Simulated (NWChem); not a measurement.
System: CH5NSi2; SMILES C1=N[SiH2][SiH2]1

Input file for NWChem:

```
start job
memory heap 200 mb stack 900 mb global 1100 mb
geometry units angstroms noautosym nocenter noautoz
  C      1.350857    -0.395166     0.000000
  N      1.203399     0.882727     0.000000
  Si    -0.592236     1.086209     0.000000
  Si    -0.378908    -1.248440     0.000000
  H      2.369897    -0.831693     0.000000
  H     -1.084403     1.804354     1.213426
  H     -1.084403     1.804354    -1.213426
  H     -0.703657    -2.065057     1.212411
  H     -0.703657    -2.065057    -1.212411
end
basis spherical
  C library 6-31g*
  N library 6-31g*
  Si library 6-31g*
  H library 6-31g*
end
dft
  xc b3lyp
  iterations 150
end
property
  efieldgrad
end
task dft property
```

NWChem printed, in part:

```
             Northwest Computational Chemistry Package (NWChem) 7.3.0
             --------------------------------------------------------

                             Geometry "geometry" -> ""
                             -------------------------

 Output coordinates in angstroms (scale by  1.889725989 to convert to a.u.)

  No.       Tag          Charge          X              Y              Z
 ---- ---------------- ---------- -------------- -------------- --------------
    1 C                    6.0000     1.35085700    -0.39516600     0.00000000
    2 N                    7.0000     1.20339900     0.88272700     0.00000000
    3 Si                  14.0000    -0.59223600     1.08620900     0.00000000
    4 Si                  14.0000    -0.37890800    -1.24844000     0.00000000
    5 H                    1.0000     2.36989700    -0.83169300     0.00000000
    6 H                    1.0000    -1.08440300     1.80435400     1.21342600
    7 H                    1.0000    -1.08440300     1.80435400    -1.21342600
    8 H                    1.0000    -0.70365700    -2.06505700     1.21241100
    9 H                    1.0000    -0.70365700    -2.06505700    -1.21241100

 Effective nuclear repulsion energy (a.u.)     199.1785793602

                              NWChem Property Module
                              ----------------------

  itol2e modified to match energy
  convergence criterion.

                                 NWChem DFT Module
                                 -----------------

 Summary of "ao basis" -> "ao basis" (spherical)
 ------------------------------------------------------------------------------
       Tag                 Description            Shells   Functions and Types
 ---------------- ------------------------------  ------  ---------------------
 C                           6-31g*                  6       14   3s2p1d
 N                           6-31g*                  6       14   3s2p1d
 Si                          6-31g*                  8       18   4s3p1d
 H                           6-31g*                  2        2   2s

  itol2e modified to match energy
  convergence criterion.

            General Information
            -------------------
          SCF calculation type: DFT
          Wavefunction type:  closed shell.
          No. of atoms     :     9
          No. of electrons :    46
           Alpha electrons :    23
            Beta electrons :    23
          Charge           :     0
          Spin multiplicity:     1
          Use of symmetry is: off; symmetry adaption is: off
          Maximum number of iterations: 150
          AO basis - number of functions:    74
                     number of shells:    38
          Convergence on energy requested:  1.00D-07
          Convergence on density requested:  1.00D-05
          Convergence on gradient requested:  5.00D-04

              XC Information
              --------------
                         B3LYP Method XC Potential
                     Hartree-Fock (Exact) Exchange  0.200
                        Slater Exchange Functional  0.800 local
                    Becke 1988 Exchange Functional  0.720 non-local
              Lee-Yang-Parr Correlation Functional  0.810
                  VWN I RPA Correlation Functional  0.190 local

             Grid Information
             ----------------
          Grid used for XC integration:  fine
          Radial quadrature: Mura-Knowles
          Angular quadrature: Lebedev.
          Tag              B.-S. Rad. Rad. Pts. Rad. Cut. Ang. Pts.
          ---              ---------- --------- --------- ---------
          C                   0.70       70          10.0       590
          N                   0.65       70          10.0       590
          Si                  1.10      123          10.0       770
          H                   0.35       60          11.0       590
          Grid pruning is: on
          Number of quadrature shells:   686
          Spatial weights used:  Erf1

      Superposition of Atomic Density Guess
      -------------------------------------

 Sum of atomic energies:        -672.07977013

      Non-variational initial energy
      ------------------------------

 Total energy =    -673.781792
 1-e energy   =   -1324.259774
 2-e energy   =     451.299402
 HOMO         =      -0.258293
 LUMO         =      -0.040221

   convergence    iter        energy       DeltaE   RMS-Dens  Diis-err
 ---------------- ----- ----------------- --------- --------- ---------
 d= 0,ls=0.0,diis     1   -674.7362173475 -8.74D+02  1.72D-02  4.76D-01
 d= 0,ls=0.0,diis     2   -674.6391040400  9.71D-02  1.18D-02  1.33D+00
 d= 0,ls=0.0,diis     3   -674.7960605429 -1.57D-01  2.06D-03  4.71D-02
 d= 0,ls=0.0,diis     4   -674.8014456017 -5.39D-03  7.11D-04  1.57D-03
 d= 0,ls=0.0,diis     5   -674.8016965111 -2.51D-04  1.80D-04  9.32D-05
  Resetting Diis
 d= 0,ls=0.0,diis     6   -674.8017139398 -1.74D-05  4.99D-05  4.73D-06
 d= 0,ls=0.0,diis     7   -674.8017146924 -7.53D-07  2.49D-05  1.14D-06
 d= 0,ls=0.0,diis     8   -674.8017145123  1.80D-07  1.48D-05  2.43D-06
 d= 0,ls=0.0,diis     9   -674.8017148499 -3.38D-07  2.31D-06  6.10D-08
 d= 0,ls=0.0,diis    10   -674.8017148572 -7.31D-09  5.24D-07  9.44D-10

         Total DFT energy =     -674.801714857223
      One electron energy =    -1327.296799263346
           Coulomb energy =      509.383622226024
    Exchange-Corr. energy =      -56.067117180073
 Nuclear repulsion energy =      199.178579360172

 Numeric. integr. density =       46.000000618537

                       DFT Final Molecular Orbital Analysis
                       ------------------------------------

 Vector   21  Occ=2.000000D+00  E=-3.196333D-01
              MO Center=  4.4D-01,  4.6D-01,  4.4D-10, r^2= 3.7D+00
   Bfn.  Coefficient  Atom+Function         Bfn.  Coefficient  Atom+Function
  ----- ------------  ---------------      ----- ------------  ---------------
    19      0.359627  2 N  pz                 5      0.312485  1 C  pz
    23      0.243565  2 N  pz                 9      0.214227  1 C  pz
    68     -0.202436  6 H  s                 70      0.202436  7 H  s
    37     -0.163075  3 Si pz                67     -0.140690  6 H  s
    69      0.140690  7 H  s                 72     -0.114874  8 H  s

[...]

          -----------------------
          Electric field gradient
          -----------------------

 1 a.u. = 0.324123 10**(16) esu/cm**3  ( or statvolts/cm**2 ) = 0.97174 10**(22) v/m**2

 ------------------------------------------------------------
   Atom      X         Y         Z
 ------------------------------------------------------------
    1 C    2.55275  -0.74676   0.00000
 ------------------------------------------------------------

 Electric field gradient in molecular frame (a.u.)
         XX             YY             ZZ             XY             XZ             YZ
 ------------------------------------------------------------------------------------------
        0.218489       0.209855      -0.428344       0.014057       0.000000       0.000000

 Principal components (a.u.) and orientation
 of principal axis w.r.t. absolute frame                      Asymmetry parameter eta
 --------------------------------------------------------------------------------------
       -0.428344       0.228877       0.199467                       0.068658

       -0.000000       0.804228      -0.594321
       -0.000000       0.594321       0.804228
        1.000000       0.000000       0.000000

 ------------------------------------------------------------
   Atom      X         Y         Z
 ------------------------------------------------------------
    2 N    2.27409   1.66811   0.00000
 ------------------------------------------------------------

 Electric field gradient in molecular frame (a.u.)
         XX             YY             ZZ             XY             XZ             YZ
 ------------------------------------------------------------------------------------------
        0.597609       0.296738      -0.894347       0.472951      -0.000000      -0.000000

 Principal components (a.u.) and orientation
 of principal axis w.r.t. absolute frame                      Asymmetry parameter eta
 --------------------------------------------------------------------------------------
        0.943473      -0.894347      -0.049126                       0.895861

        0.807191       0.000000      -0.590290
        0.590290      -0.000000       0.807191
       -0.000000       1.000000       0.000000

 ------------------------------------------------------------
   Atom      X         Y         Z
 ------------------------------------------------------------
    3 Si  -1.11916   2.05264   0.00000
 ------------------------------------------------------------

 Electric field gradient in molecular frame (a.u.)
         XX             YY             ZZ             XY             XZ             YZ
 ------------------------------------------------------------------------------------------
       -0.320320       0.126778       0.193542      -0.240284      -0.000000       0.000000

 Principal components (a.u.) and orientation
 of principal axis w.r.t. absolute frame                      Asymmetry parameter eta
 --------------------------------------------------------------------------------------
       -0.424964       0.231422       0.193542                       0.089137

        0.916829      -0.399280       0.000000
        0.399280       0.916829      -0.000000
        0.000000       0.000000       1.000000

 ------------------------------------------------------------
   Atom      X         Y         Z
 ------------------------------------------------------------
    4 Si  -0.71603  -2.35921   0.00000
 ------------------------------------------------------------

 Electric field gradient in molecular frame (a.u.)
         XX             YY             ZZ             XY             XZ             YZ
 ------------------------------------------------------------------------------------------
       -0.291328       0.209006       0.082322       0.106332       0.000000      -0.000000

 Principal components (a.u.) and orientation
 of principal axis w.r.t. absolute frame                      Asymmetry parameter eta
 --------------------------------------------------------------------------------------
       -0.312988       0.230666       0.082322                       0.473961

        0.979877       0.199604       0.000000
       -0.199604       0.979877      -0.000000
       -0.000000       0.000000       1.000000

 ------------------------------------------------------------
   Atom      X         Y         Z
 ------------------------------------------------------------
    5 H    4.47846  -1.57167   0.00000
 ------------------------------------------------------------

 Electric field gradient in molecular frame (a.u.)
         XX             YY             ZZ             XY             XZ             YZ
 ------------------------------------------------------------------------------------------
       -0.196387       0.066543       0.129844       0.146109       0.000000       0.000000

 Principal components (a.u.) and orientation
 of principal axis w.r.t. absolute frame                      Asymmetry parameter eta
 --------------------------------------------------------------------------------------
       -0.261469       0.131626       0.129844                       0.006816

        0.913475       0.406896      -0.000000
       -0.406896       0.913475      -0.000000
       -0.000000       0.000000       1.000000

 ------------------------------------------------------------
   Atom      X         Y         Z
 ------------------------------------------------------------
    6 H   -2.04922   3.40973   2.29304
 ------------------------------------------------------------

 Electric field gradient in molecular frame (a.u.)
         XX             YY             ZZ             XY             XZ             YZ
 ------------------------------------------------------------------------------------------
        0.046812       0.025296      -0.072108       0.034223       0.058971      -0.085321

 Principal components (a.u.) and orientation
 of principal axis w.r.t. absolute frame                      Asymmetry parameter eta
 --------------------------------------------------------------------------------------
       -0.145785       0.074836       0.070949                       0.026660

       -0.333719      -0.003517       0.942666
        0.473323       0.864174       0.170788
        0.815228      -0.503181       0.286726

 ------------------------------------------------------------
   Atom      X         Y         Z
 ------------------------------------------------------------
    7 H   -2.04922   3.40973  -2.29304
 ------------------------------------------------------------

 Electric field gradient in molecular frame (a.u.)
         XX             YY             ZZ             XY             XZ             YZ
 ------------------------------------------------------------------------------------------
        0.046812       0.025296      -0.072108       0.034223      -0.058971       0.085321

 Principal components (a.u.) and orientation
 of principal axis w.r.t. absolute frame                      Asymmetry parameter eta
 --------------------------------------------------------------------------------------
       -0.145785       0.074836       0.070949                       0.026660

        0.333719      -0.003517       0.942666
       -0.473323       0.864174       0.170788
        0.815228       0.503181      -0.286726

 ------------------------------------------------------------
   Atom      X         Y         Z
 ------------------------------------------------------------
    8 H   -1.32972  -3.90239   2.29112
 ------------------------------------------------------------

 Electric field gradient in molecular frame (a.u.)
         XX             YY             ZZ             XY             XZ             YZ
 ------------------------------------------------------------------------------------------
        0.061186       0.010316      -0.071502      -0.025679       0.037884       0.096080

 Principal components (a.u.) and orientation
 of principal axis w.r.t. absolute frame                      Asymmetry parameter eta
 --------------------------------------------------------------------------------------
       -0.145168       0.073936       0.071233                       0.018620

       -0.216514      -0.190206       0.957572
       -0.538830       0.841198       0.045257
        0.814115       0.506170       0.284619

 ------------------------------------------------------------
   Atom      X         Y         Z
 ------------------------------------------------------------
    9 H   -1.32972  -3.90239  -2.29112
 ------------------------------------------------------------

 Electric field gradient in molecular frame (a.u.)
         XX             YY             ZZ             XY             XZ             YZ
 ------------------------------------------------------------------------------------------
        0.061186       0.010316      -0.071502      -0.025679      -0.037884      -0.096080

 Principal components (a.u.) and orientation
 of principal axis w.r.t. absolute frame                      Asymmetry parameter eta
 --------------------------------------------------------------------------------------
       -0.145168       0.073936       0.071233                       0.018620

        0.216514      -0.190206       0.957572
        0.538830       0.841198       0.045257
        0.814115      -0.506170      -0.284619
```

Level: B3LYP/6-31G* (spherical d). Coordinates come from a PBE0/def2-SVP optimisation. NWChem prints the field gradient with the sign opposite to the second derivative of the potential.
